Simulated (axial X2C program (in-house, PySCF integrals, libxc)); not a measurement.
**Worked dissociation energy of SnSi: MP2, without spin–orbit coupling**

Calculated with an in-house relativistic program for diatomic molecules. Spin-free means the one-electron spin-free X2C Hamiltonian. Basis: Sn dyall-cv3z [11s12p9d4f1g], Si dyall-v3z [8s7p2d1f] (cores contracted in-house); Gaussian nuclei, density fitting, unrestricted open shells. Masses: Sn 119.902 u, Si 27.977 u.

Molecular state: M_S = 1, Λ = 0 (beyond evenly filled blocks: π+α, π-α).

Correlated methods: 18 electrons correlated (number of frozen shells: Sn 4 s, 3 p, 1 d; Si 2 s, 1 p), 230 virtual spin orbitals or spinors in MP2.

* E(Sn) (2M_S = 2, M_L = 1): -6174.343299 hartree
* E(Si) (2M_S = 2, M_L = 0): -289.520026 hartree
* E(SnSi) at Re: -6463.953844 hartree
* ωe: 355.6 cm⁻¹

(1) Work out De and D0.

Occupations by symmetry block were frozen at the best pattern of an incomplete PBE0 search. Dissociation energies refer to the lowest single-determinant-based atoms at the same level and basis. PBE0 can misorder states that lie within some tenths of an eV, so this need not be the ground state of the molecule. The nearest other spin-free determinant of the search, M_S = 1, Λ = 1, lies 0.37 eV up at the distance of the search. Some points did not converge and are left out. Spin-free De lacks the spin–orbit lowering of the heavy p-block atom, a tenth of an eV or more for 4p and 5p, up to an eV for 6p and one to two eV for 7p atoms, less what an open-shell molecule gains itself.

Each atomic determinant is the lowest at this level and need not be a pure term. Totals compare only within one Hamiltonian and basis.

## Answers

(1) De = -6174.343299 + (-289.520026) − (-6463.953844) = 0.09052 hartree = 2.463 eV. The zero-point energy is ωe/2 = 178 cm⁻¹ = 0.022 eV, so D0 = 2.441 eV.
